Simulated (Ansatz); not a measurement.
Ideal-gas functions of `F[Si]([SiH3])(Cl)Br` at 298.15 K and 1 bar, from an Ansatz frequency run at PBE0-D4/def2-TZVP.

Molar mass 193.55 g/mol, point group C1 (symmetry number 1), electronic degeneracy 1, moments of inertia 312.476, 467.385, 597.258 u Å². Harmonic wavenumbers (cm⁻¹, unscaled): 89, 99, 114, 158, 218, 238, 351, 484, 511, 545, 595, 859, 906, 930, 933, 2232, 2248, 2252.

Use S(trans) = R[1.5 ln M + 2.5 ln T − 1.1517]; rotational temperatures θ = 24.2544 K / I; S(rot) = R[ln(√π/σ · √(T³/θAθBθC)) + 1.5]; for each mode x = 1.438777 ν̃/T, S = R[x/(eˣ − 1) − ln(1 − e⁻ˣ)] and H = RT x/(eˣ − 1); 1 cm⁻¹ = 0.0119627 kJ/mol; R = 8.31446 J/(mol·K).

Q: By hand: the entropy, in J/(mol·K).

A: Translation 174.5. Rotation: θ = 0.0776, 0.0519, 0.0406 K, giving 124.5. Vibration, mode by mode: 15.41, 14.53, 13.39, 10.77, 8.27, 7.61, 4.86, 2.93, 2.64, 2.32, 1.92, 0.69, 0.57, 0.52, 0.51, 0.00, 0.00, 0.00, in all 86.9. Electronic 0.0. Sum 385.9 J/(mol·K).

Q: By hand: H − E and G − E in kJ/mol, counted from the electronic energy.

A: Zero-point energy ½ × 13762 × 0.0119627 = 82.3; thermal vibration 13.8; translation, rotation and pV give 4 RT = 9.9. H − E = 106.0 kJ/mol, and G − E = 106.0 − 298.15 × 385.9/1000 = -9.1 kJ/mol.

Vibration gives 23 % of the entropy, 43.3 J/(mol·K) of it from the modes under 150 cm⁻¹: soft modes count most, and the harmonic formula is weakest for them. The sum counts one conformer and one mirror image; others add a mixing term.
